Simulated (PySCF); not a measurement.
Compound: C₄H₁₁SSi (doublet state).
Atom-mapped SMILES: `[CH3:1][SiH2:2][CH2:3][CH2:4][CH2:5][S:6]` (hydrogens: H7, H8, H9 on C1; H10, H11 on Si2; H12, H13 on C3; H14, H15 on C4; H16, H17 on C5)

Geometry (GFN2-xTB, Å), atoms numbered from 1 in this order:
```
atom  x, y, z in Å
C1     2.3412    0.9640   -0.1943
Si2    1.4655   -0.5419   -0.9466
C3    -0.1356   -0.9208    0.0267
C4    -1.1185    0.2428    0.0329
C5    -2.3950   -0.1195    0.7890
S6    -3.5651    1.2433    0.8255
H7     3.2893    1.1465   -0.6911
H8     2.5488    0.8231    0.8631
H9     1.7430    1.8653   -0.2954
H10    1.1136   -0.2699   -2.3460
H11    2.3307   -1.7253   -0.8664
H12   -0.6218   -1.7956   -0.4094
H13    0.1094   -1.1872    1.0571
H14   -0.6644    1.1150    0.5073
H15   -1.3798    0.5178   -0.9912
H16   -2.8986   -0.9653    0.3165
H17   -2.1696   -0.3802    1.8252
```

Theory: UKS B3LYP, pcH-1 on C H S Si, non-relativistic, mean-field spin-orbit, GIAO (PySCF). One conformer (not necessarily the lowest) at the GFN2-xTB geometry, without solvent, vibrations or thermal averaging. The geometry wasn't refined by DFT: couplings that depend on bond lengths, twists or pyramidal angles can differ widely from those at the functional's own minimum, by a factor of two or more for some ions and for spin on atoms past the first row.

Output of the driver script. Atoms in this output count from 0.

```
UKS, coarse grid
  cycle   1  E = -846.67671867  |g| = 3.75e-01
  cycle   2  E = -846.64716603  |g| = 4.31e-01
  cycle   3  E = -846.74154305  |g| = 4.76e-02
  cycle   4  E = -846.74263403  |g| = 2.14e-02
  cycle   5  E = -846.74285688  |g| = 6.57e-03
  cycle   6  E = -846.74287835  |g| = 1.95e-03
  cycle   7  E = -846.74287946  |g| = 4.44e-04
UKS, final grid
  cycle   1  E = -846.74290792  |g| = 5.26e-04
  cycle   2  E = -846.74290779  |g| = 7.50e-04
  cycle   3  E = -846.74290807  |g| = 5.92e-05
  cycle   4  E = -846.74290808  |g| = 2.40e-05
E = -846.74290808 Eh   <S^2> = 0.7527 (exact 0.7500)
g shifts (ppm)      1          2          3
  rmc          -217       -217       -217
  gc            -16         52         28
  oz_so         113      18985     736261
  total        -120      18835     736092
hyperfine (MHz)  atom isotope    a_iso     a_fc   dipolar eigenvalues
    0   13C       0.03       0.03     -0.09     -0.08      0.18
    1  29Si       0.42       0.42     -0.15      0.04      0.11
    2   13C      -1.12      -1.12     -0.29      0.03      0.26
    3   13C      -2.41      -2.41     -0.65     -0.53      1.18
    4   13C     -15.23     -15.23     -3.39     -1.87      5.27
    5   33S      15.57      15.57    -88.80    -87.74    176.54
    6    1H      -0.01      -0.01     -0.22     -0.22      0.45
    7    1H      -0.01      -0.01     -0.34     -0.34      0.68
    8    1H      -0.01      -0.01     -0.46     -0.45      0.91
    9    1H       0.10       0.10     -0.38     -0.37      0.76
   10    1H      -0.14      -0.14     -0.26     -0.24      0.50
   11    1H       0.81       0.81     -0.97     -0.89      1.87
   12    1H       0.88       0.88     -0.98     -0.88      1.86
   13    1H      -0.78      -0.78     -2.62     -2.50      5.11
   14    1H      -0.77      -0.77     -2.58     -2.49      5.07
   15    1H      79.76      79.76     -5.37     -2.28      7.65
   16    1H      80.96      80.96     -5.39     -2.26      7.65
```

**Question.** The SCF converged. Why should these EPR parameters still be doubted?

**Answer.** The largest g shift is +0.736, past the limit of 0.03 at which the run flags a species of elements up to argon. The orbital-Zeeman/spin–orbit term is second order, a sum of spin–orbit matrix elements over excitation energies, so it grows and becomes less reliable as an excited state comes close; a shift this large should be checked with a method that treats spin–orbit coupling variationally or among several states. The contact and dipolar couplings don't rest on that expansion, but they belong to the state that the SCF found, and a close-lying state with the spin in another orbital would have other couplings; no stability test was run. The run left out the spin–orbit part of the hyperfine coupling.

**Question.** Where is the spin in this solution (atoms counted from 1)?

**Answer.** The largest Mulliken spin population is on S6 (+0.98). The unrestricted determinant has ⟨S²⟩ = 0.7527 (exact 0.7500), so spin contamination is small. 

**Question.** Average a_iso over equivalent nuclei, turn it into first-order splittings with g = 2.0023, and give the multiplets for abundant isotopes (0.05 mT or more).

**Answer.** 
| nuclei (from 1) | isotope | I | position | a_iso (MHz) | \|a\| (mT) | splits into |
| --- | --- | --- | --- | --- | --- | --- |
| H16/H17 | 1H | 1/2 | 2 bonds from S6 | 80.4 | 2.87 | 1:2:1 triplet |

Nuclei that the bonding pattern makes equivalent are averaged, as if the motion that swaps them (rotation, inversion, ring flip) were fast.
